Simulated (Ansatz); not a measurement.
Geometry optimisation, RKS PBE0/6-31G* in Ansatz 0.2.0.

Input:

```yaml
crystal:
  periodic: [false, false, false]
  atoms:
    - { symbol: Si, position_ang: [0.58884, 0.609398, 0.082425] }
    - { symbol: Cl, position_ang: [2.336614, -0.011376, -0.928726] }
    - { symbol: "N", position_ang: [-0.205197, 1.449382, -1.199983] }
    - { symbol: H, position_ang: [0.355668, 1.339371, -2.041376] }
    - { symbol: H, position_ang: [1.064247, 1.507495, 1.166702] }
    - { symbol: Si, position_ang: [-0.54583, -1.252766, 0.942048] }
    - { symbol: H, position_ang: [-1.186256, 1.313422, -1.39527] }
    - { symbol: H, position_ang: [0.262233, -1.917963, 2.00108] }
    - { symbol: H, position_ang: [-1.847707, -0.817132, 1.529679] }
    - { symbol: H, position_ang: [-0.822714, -2.219831, -0.156681] }
basis:
  gaussian: { orbitals: "6-31G*" }
hamiltonian:
  xc: pbe0
relax:
  f_tol: 0.03
  max_steps: 50
```

Run as:

```bash
$ ansatz run input.yaml --threads 2 --pin off --max-ram 3072MiB --backend cpu --events-out ev --progress --plain --runs-dir out
```

Problem. Where does it end, and by what steps?

Solution. It converged. The force dipped under the threshold on the way, but the program's further checks kept it going. After 11 steps the energy has fallen by 0.270 eV; H4 moved furthest, 1.04 Å.

| step | energy less start (eV) | largest force component (eV/Å) | accepted |
| --- | --- | --- | --- |
| 0 | 0.0000 | 0.403 | yes |
| 1 | -0.0515 | 0.869 | yes |
| 2 | 0.0475 | 0.932 | no |
| 3 | -0.1013 | 0.361 | yes |
| 4 | -0.1224 | 0.233 | yes |
| 5 | -0.1485 | 0.587 | yes |
| 6 | -0.2033 | 0.250 | yes |
| 7 | -0.2449 | 0.147 | yes |
| 8 | -0.2649 | 0.061 | yes |
| 9 | -0.2689 | 0.029 | yes |
| 10 | -0.2697 | 0.150 | yes |
| 11 | -0.2703 | 0.028 | yes |

```xyz
10
Properties=species:S:1:pos:R:3
Si 0.655 0.521 -0.015
Cl 2.443 -0.305 -0.746
N -0.321 1.297 -1.197
H -0.023 2.186 -1.578
H 1.080 1.575 0.941
Si -0.554 -1.219 0.966
H -0.807 0.751 -1.897
H 0.291 -1.959 1.944
H -1.752 -0.679 1.671
H -1.013 -2.168 -0.090
```

Whether the end is a true minimum wasn't checked by a vibrational analysis.

Time of the run: 33 s on 2 threads of Arm Neoverse V1 (shared host), peak memory 0.18 GiB.
